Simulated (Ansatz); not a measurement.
Ansatz (an electronic-structure program) input (HF/6-31G*):

Ansatz 0.2 input:
```yaml
crystal:
  periodic: [false, false, false]
  atoms:
    - {symbol: C, position_ang: [2.24733549, -0.10301654, 0.59867738]}
    - {symbol: Si, position_ang: [0.73730570, 0.74199666, -0.24518759]}
    - {symbol: B, position_ang: [-1.12705590, -0.20946696, -0.15159921]}
    - {symbol: O, position_ang: [-2.16003620, 0.28938688, -0.68378593]}
    - {symbol: O, position_ang: [-1.06291508, -1.44118291, 0.56493760]}
    - {symbol: H, position_ang: [2.41847647, -1.09034876, 0.17432655]}
    - {symbol: H, position_ang: [3.16728337, 0.47004454, 0.49354134]}
    - {symbol: H, position_ang: [2.06109599, -0.24378695, 1.66154441]}
    - {symbol: H, position_ang: [1.19892661, 0.99695559, -1.65418275]}
    - {symbol: H, position_ang: [0.72074740, 2.12966507, 0.33573194]}
    - {symbol: H, position_ang: [-1.95393281, -1.77068056, 0.53838318]}
basis:
  gaussian:
    orbitals: 6-31G*
hamiltonian:
  xc: {name: HF}
total_charge: -1
phonons: {temperatures: {t_min: 298.15, t_max: 298.15, t_step: 100}}
```

Output:

```
Functional definition: HF
integrals: 0.04 GiB planned
975 factors; integrals over basis functions are off by at most 5.2e-4 eV
mean field: 0.25 GiB planned
mean field evaluation 1: about -13732.0076 eV, gradient 3.8e1 eV
mean field evaluation 2: about -13732.0769 eV, gradient 3.8e1 eV
mean field evaluation 4: about -13735.6380 eV, gradient 4.2e0 eV
mean field evaluation 8: about -13735.7066 eV, gradient 1.4e-1 eV
mean field -13735.70678556 eV, -504.7779139727 hartree, gradient 2.4e-5 eV, S^2 0.000000; 0 other end points of the search recorded, 0 dependent functions left out
the calculation of the forces begins
reference -13735.70678556 eV, -504.7779139727 hartree; 24, 24 occupied and 67, 67 virtual orbitals, 975 factors
these checks for a lower state are left out or cut short: stability, starts, cluster_reference, orbital_swaps, neighbouring_geometries, increment
integrals: 0.04 GiB planned
975 factors; integrals over basis functions are off by at most 5.2e-4 eV
mean field: 0.25 GiB planned
mean field evaluation 16: about -13735.7066 eV, gradient 4.9e-5 eV
mean field -13735.70663206 eV, -504.7779083319 hartree, gradient 2.0e-6 eV, S^2 0.000000; 0 other end points of the search recorded, 0 dependent functions left out
the calculation of the forces begins
reference -13735.70663206 eV, -504.7779083319 hartree; 24, 24 occupied and 67, 67 virtual orbitals, 975 factors
these checks for a lower state are left out or cut short: stability, starts, cluster_reference, orbital_swaps, neighbouring_geometries, increment
integrals: 0.04 GiB planned
975 factors; integrals over basis functions are off by at most 5.2e-4 eV
mean field: 0.25 GiB planned
mean field -13735.70662950 eV, -504.7779082378 hartree, gradient 2.1e-6 eV, S^2 0.000000; 0 other end points of the search recorded, 0 dependent functions left out
the calculation of the forces begins
reference -13735.70662950 eV, -504.7779082378 hartree; 24, 24 occupied and 67, 67 virtual orbitals, 975 factors
these checks for a lower state are left out or cut short: stability, starts, cluster_reference, orbital_swaps, neighbouring_geometries, increment
integrals: 0.04 GiB planned
975 factors; integrals over basis functions are off by at most 5.2e-4 eV
mean field: 0.25 GiB planned
mean field evaluation 32: about -13735.7066 eV, gradient 1.7e-6 eV
mean field -13735.70662803 eV, -504.7779081838 hartree, gradient 1.8e-6 eV, S^2 0.000000; 0 other end points of the search recorded, 0 dependent functions left out
the calculation of the forces begins
reference -13735.70662803 eV, -504.7779081838 hartree; 24, 24 occupied and 67, 67 virtual orbitals, 975 factors
these checks for a lower state are left out or cut short: stability, starts, cluster_reference, orbital_swaps, neighbouring_geometries, increment
integrals: 0.04 GiB planned
975 factors; integrals over basis functions are off by at most 5.2e-4 eV
mean field: 0.25 GiB planned
mean field -13735.70662657 eV, -504.7779081300 hartree, gradient 1.7e-6 eV, S^2 0.000000; 0 other end points of the search recorded, 0 dependent functions left out
the calculation of the forces begins
reference -13735.70662657 eV, -504.7779081300 hartree; 24, 24 occupied and 67, 67 virtual orbitals, 975 factors
these checks for a lower state are left out or cut short: stability, starts, cluster_reference, orbital_swaps, neighbouring_geometries, increment
integrals: 0.04 GiB planned
975 factors; integrals over basis functions are off by at most 5.2e-4 eV
mean field: 0.25 GiB planned
mean field -13735.70669072 eV, -504.7779104876 hartree, gradient 1.5e-6 eV, S^2 0.000000; 0 other end points of the search recorded, 0 dependent functions left out
the calculation of the forces begins
reference -13735.70669072 eV, -504.7779104876 hartree; 24, 24 occupied and 67, 67 virtual orbitals, 975 factors
these checks for a lower state are left out or cut short: stability, starts, cluster_reference, orbital_swaps, neighbouring_geometries, increment
integrals: 0.04 GiB planned
975 factors; integrals over basis functions are off by at most 5.2e-4 eV
mean field: 0.25 GiB planned
mean field -13735.70669607 eV, -504.7779106842 hartree, gradient 1.5e-6 eV, S^2 0.000000; 0 other end points of the search recorded, 0 dependent functions left out
the calculation of the forces begins
reference -13735.70669607 eV, -504.7779106842 hartree; 24, 24 occupied and 67, 67 virtual orbitals, 975 factors
these checks for a lower state are left out or cut short: stability, starts, cluster_reference, orbital_swaps, neighbouring_geometries, increment
integrals: 0.04 GiB planned
975 factors; integrals over basis functions are off by at most 5.2e-4 eV
mean field: 0.25 GiB planned
mean field -13735.70669589 eV, -504.7779106777 hartree, gradient 2.2e-6 eV, S^2 0.000000; 0 other end points of the search recorded, 0 dependent functions left out
[...]
these checks for a lower state are left out or cut short: stability, starts, cluster_reference, orbital_swaps, neighbouring_geometries, increment
integrals: 0.04 GiB planned
975 factors; integrals over basis functions are off by at most 5.2e-4 eV
mean field: 0.25 GiB planned
mean field -13735.70673677 eV, -504.7779121799 hartree, gradient 2.0e-6 eV, S^2 0.000000; 0 other end points of the search recorded, 0 dependent functions left out
the calculation of the forces begins
reference -13735.70673677 eV, -504.7779121799 hartree; 24, 24 occupied and 67, 67 virtual orbitals, 975 factors
these checks for a lower state are left out or cut short: stability, starts, cluster_reference, orbital_swaps, neighbouring_geometries, increment
integrals: 0.04 GiB planned
975 factors; integrals over basis functions are off by at most 5.2e-4 eV
mean field: 0.25 GiB planned
mean field -13735.70673392 eV, -504.7779120753 hartree, gradient 2.1e-6 eV, S^2 0.000000; 0 other end points of the search recorded, 0 dependent functions left out
the calculation of the forces begins
reference -13735.70673392 eV, -504.7779120753 hartree; 24, 24 occupied and 67, 67 virtual orbitals, 975 factors
these checks for a lower state are left out or cut short: stability, starts, cluster_reference, orbital_swaps, neighbouring_geometries, increment
integrals: 0.04 GiB planned
975 factors; integrals over basis functions are off by at most 5.2e-4 eV
mean field: 0.25 GiB planned
mean field -13735.70677464 eV, -504.7779135715 hartree, gradient 1.7e-6 eV, S^2 0.000000; 0 other end points of the search recorded, 0 dependent functions left out
the calculation of the forces begins
reference -13735.70677464 eV, -504.7779135715 hartree; 24, 24 occupied and 67, 67 virtual orbitals, 975 factors
these checks for a lower state are left out or cut short: stability, starts, cluster_reference, orbital_swaps, neighbouring_geometries, increment
integrals: 0.04 GiB planned
975 factors; integrals over basis functions are off by at most 5.2e-4 eV
mean field: 0.25 GiB planned
mean field -13735.70677306 eV, -504.7779135134 hartree, gradient 1.6e-6 eV, S^2 0.000000; 0 other end points of the search recorded, 0 dependent functions left out
the calculation of the forces begins
reference -13735.70677306 eV, -504.7779135134 hartree; 24, 24 occupied and 67, 67 virtual orbitals, 975 factors
these checks for a lower state are left out or cut short: stability, starts, cluster_reference, orbital_swaps, neighbouring_geometries, increment
integrals: 0.04 GiB planned
975 factors; integrals over basis functions are off by at most 5.2e-4 eV
mean field: 0.25 GiB planned
mean field -13735.70677867 eV, -504.7779137196 hartree, gradient 1.3e-6 eV, S^2 0.000000; 0 other end points of the search recorded, 0 dependent functions left out
the calculation of the forces begins
reference -13735.70677867 eV, -504.7779137196 hartree; 24, 24 occupied and 67, 67 virtual orbitals, 975 factors
these checks for a lower state are left out or cut short: stability, starts, cluster_reference, orbital_swaps, neighbouring_geometries, increment
integrals: 0.04 GiB planned
975 factors; integrals over basis functions are off by at most 5.2e-4 eV
mean field: 0.25 GiB planned
mean field evaluation 224: about -13735.6043 eV, gradient 4.4e-1 eV
mean field -13735.70677548 eV, -504.7779136025 hartree, gradient 1.2e-6 eV, S^2 0.000000; 0 other end points of the search recorded, 0 dependent functions left out
the calculation of the forces begins
reference -13735.70677548 eV, -504.7779136025 hartree; 24, 24 occupied and 67, 67 virtual orbitals, 975 factors
these checks for a lower state are left out or cut short: stability, starts, cluster_reference, orbital_swaps, neighbouring_geometries, increment
integrals: 0.04 GiB planned
975 factors; integrals over basis functions are off by at most 5.2e-4 eV
mean field: 0.25 GiB planned
mean field -13735.70673847 eV, -504.7779122425 hartree, gradient 1.5e-6 eV, S^2 0.000000; 0 other end points of the search recorded, 0 dependent functions left out
the calculation of the forces begins
reference -13735.70673847 eV, -504.7779122425 hartree; 24, 24 occupied and 67, 67 virtual orbitals, 975 factors
these checks for a lower state are left out or cut short: stability, starts, cluster_reference, orbital_swaps, neighbouring_geometries, increment
integrals: 0.04 GiB planned
975 factors; integrals over basis functions are off by at most 5.2e-4 eV
mean field: 0.25 GiB planned
mean field -13735.70673498 eV, -504.7779121141 hartree, gradient 1.4e-6 eV, S^2 0.000000; 0 other end points of the search recorded, 0 dependent functions left out
the calculation of the forces begins
reference -13735.70673498 eV, -504.7779121141 hartree; 24, 24 occupied and 67, 67 virtual orbitals, 975 factors
these checks for a lower state are left out or cut short: stability, starts, cluster_reference, orbital_swaps, neighbouring_geometries, increment
integrals: 0.04 GiB planned
975 factors; integrals over basis functions are off by at most 5.2e-4 eV
mean field: 0.25 GiB planned
mean field -13735.70675790 eV, -504.7779129563 hartree, gradient 2.6e-6 eV, S^2 0.000000; 0 other end points of the search recorded, 0 dependent functions left out
the calculation of the forces begins
reference -13735.70675790 eV, -504.7779129563 hartree; 24, 24 occupied and 67, 67 virtual orbitals, 975 factors
these checks for a lower state are left out or cut short: stability, starts, cluster_reference, orbital_swaps, neighbouring_geometries, increment
integrals: 0.04 GiB planned
975 factors; integrals over basis functions are off by at most 5.2e-4 eV
mean field: 0.25 GiB planned
mean field -13735.70675509 eV, -504.7779128531 hartree, gradient 2.3e-6 eV, S^2 0.000000; 0 other end points of the search recorded, 0 dependent functions left out
the calculation of the forces begins
reference -13735.70675509 eV, -504.7779128531 hartree; 24, 24 occupied and 67, 67 virtual orbitals, 975 factors
these checks for a lower state are left out or cut short: stability, starts, cluster_reference, orbital_swaps, neighbouring_geometries, increment
integrals: 0.04 GiB planned
975 factors; integrals over basis functions are off by at most 5.2e-4 eV
mean field: 0.25 GiB planned
mean field evaluation 256: about -13735.6042 eV, gradient 4.7e-1 eV
mean field -13735.70670457 eV, -504.7779109964 hartree, gradient 1.9e-6 eV, S^2 0.000000; 0 other end points of the search recorded, 0 dependent functions left out
the calculation of the forces begins
reference -13735.70670457 eV, -504.7779109964 hartree; 24, 24 occupied and 67, 67 virtual orbitals, 975 factors
these checks for a lower state are left out or cut short: stability, starts, cluster_reference, orbital_swaps, neighbouring_geometries, increment
integrals: 0.04 GiB planned
975 factors; integrals over basis functions are off by at most 5.2e-4 eV
mean field: 0.25 GiB planned
mean field -13735.70669963 eV, -504.7779108151 hartree, gradient 1.1e-6 eV, S^2 0.000000; 0 other end points of the search recorded, 0 dependent functions left out
the calculation of the forces begins
reference -13735.70669963 eV, -504.7779108151 hartree; 24, 24 occupied and 67, 67 virtual orbitals, 975 factors
Total energy: -13735.70678556 eV, -504.7779139727 hartree
Atom 0 at     2.247335    -0.103017     0.598677 Å, force     0.000432     0.000464    -0.000160 eV/Å
Atom 1 at     0.737306     0.741997    -0.245188 Å, force    -0.001069    -0.001040     0.000335 eV/Å
Atom 2 at    -1.127056    -0.209467    -0.151599 Å, force    -0.001644     0.002217    -0.001657 eV/Å
Atom 3 at    -2.160036     0.289387    -0.683786 Å, force     0.001117    -0.000351     0.000468 eV/Å
Atom 4 at    -1.062915    -1.441183     0.564938 Å, force    -0.001375    -0.002892     0.001316 eV/Å
Atom 5 at     2.418476    -1.090349     0.174327 Å, force    -0.000438     0.000775     0.000021 eV/Å
Atom 6 at     3.167283     0.470045     0.493541 Å, force     0.000757    -0.000510     0.000472 eV/Å
Atom 7 at     2.061096    -0.243787     1.661544 Å, force    -0.000240     0.000308    -0.000800 eV/Å
Atom 8 at     1.198927     0.996956    -1.654183 Å, force     0.000321     0.000642     0.000763 eV/Å
Atom 9 at     0.720747     2.129665     0.335732 Å, force     0.000686    -0.000225    -0.000759 eV/Å
Atom 10 at    -1.953933    -1.770681     0.538383 Å, force     0.001452     0.000613     0.000000 eV/Å
Dipole moment:     0.826062    -0.316752     0.378807 e Å
Vibrations: 31.09 100.73 151.38 279.51 343.11 365.94 535.15 582.53 639.17 683.34 747.46 770.97 968.53 975.60 1035.40 1069.15 1201.84 1423.47 1614.80 1615.23 1723.31 2183.14 2213.32 3167.01 3225.49 3233.26 4052.37 cm⁻¹, zero-point energy 2.165527 eV
```

The blocks after the first are displaced geometries, from whose forces the wavenumbers follow.

The dipole moment of an ion depends on the origin.
